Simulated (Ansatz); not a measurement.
Consider the cleavage of the Si–Si bond: `B[Si](F)(F)[SiH3]` + `BNC=C` → `BN([SiH3])C=C` + `B[SiH](F)F`.

Program: Ansatz. Geometries: PBE0-D4/def2-TZVP. ΔE: electronic, gas phase. CBS: MP2 limit from def2 TZ/QZ plus the TZ coupled-cluster correction, frozen cores. DFT in def2-TZVPP. HSE06 is defined as in plane-wave codes. Each species was taken in one conformer, which may not be the lowest.

`B[Si](F)(F)[SiH3]`:

Z-matrix (Å, degrees):
```
Si
F 1 1.601
F 1 1.601 2 105.4
B 1 2.008 2 111.4 3 120.9
Si 1 2.360 2 108.0 3 -115.4
H 4 1.195 1 120.7 2 -152.5
H 4 1.194 1 120.8 2 33.7
H 5 1.488 1 109.6 2 -65.2
H 5 1.487 1 109.8 2 55.1
H 5 1.487 1 109.7 2 175.5
```

`BNC=C`:

Cartesian coordinates in Å:
```
B 0.959 0.488 1.523
N 0.122 0.526 0.408
C -0.154 -0.531 -0.452
C -0.956 -0.469 -1.509
H 1.507 -0.540 1.792
H 1.098 1.484 2.168
H -0.349 1.386 0.166
H 0.357 -1.449 -0.183
H -1.471 0.445 -1.787
H -1.115 -1.341 -2.126
```

`BN([SiH3])C=C`:

Cartesian coordinates in Å:
```
B -0.205 -1.610 -1.066
N -0.057 -0.450 -0.283
Si -0.083 -0.536 1.480
C 0.113 0.799 -0.900
C 0.263 1.965 -0.280
H -0.181 -1.507 -2.259
H -0.349 -2.667 -0.528
H 1.197 -0.019 2.026
H -0.274 -1.954 1.849
H -1.194 0.297 2.007
H 0.115 0.748 -1.985
H 0.267 2.067 0.799
H 0.387 2.869 -0.859
```

`B[SiH](F)F`:

```xyz
7

B    -0.339   -0.802    0.859
Si    0.225    0.503   -0.566
F    -1.009    1.366   -1.087
F     1.292    1.549   -0.010
H     0.425   -1.150    1.708
H    -1.424   -1.298    0.840
H     0.831   -0.168   -1.745
```

```csv
level,ΔE (kcal/mol),difference from CCSD(T)/CBS
HSE06-D4,-5.0,5.1
BHLYP-D4,-9.8,0.3
CAM-B3LYP-D4,-8.8,1.3
B2PLYP,-8.9,1.2
PBE-QIDH,-8.8,1.3
revPBE,-1.0,9.1
BLYP,-4.3,5.8
RPA@PBE/def2-TZVPP,-10.9,-0.8
CCSD/def2-SVP,-8.7,1.4
HF/def2-QZVPP,-11.6,-1.5
CCSD(T)/CBS,-10.1,0
```

Largest T1 diagnostic among the species: 0.013.

From BLYP to BHLYP (50 % exact exchange), in def2-TZVPP and without D4, ΔE moves by −4.7 kcal/mol. Leaving LDA and LC-ωPBE aside and taking each functional with its dispersion term where it has one, the values, not all of them listed here, spread over 6.8 kcal/mol, from BHLYP-D4 to PBE-D4. LDA lies −2.1 kcal/mol from PBE without D4.
